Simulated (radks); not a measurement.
Results of a calculation; reference values are marked as such.
Coulomb parameter of the 4d shell of neutral palladium in the model configuration [Kr] 4d8.5 5p1.5, as a second difference U = [E(n + 0.25) + E(n - 0.25) - 2 E(n)] / (0.25)^2 with all orbitals relaxed. "Bare": the charge of the atom changes with n. "Screened": the 5p shell takes up the change at fixed total charge, which measures U(4d,4d) + U(5p,5p) - 2 U(4d,5p). Code: a radial shooting solver on a logarithmic mesh with Libxc functionals. Model: scalar-relativistic Kohn-Sham, SCAN, spin-unpolarised, spherical densities, finite nucleus; meta-GGA in the generalised Kohn-Sham scheme; Fermi nuclear charge, rms radius 4.5318 fm. Estimate both.

Answer. U(bare) = 9.312 eV, U(screened by 5p) = 3.258 eV, against the Slater integral F0(4d,4d) = 17.385 eV with frozen orbitals. The step up makes a negative ion, whose loosely bound charge lowers the bare value.
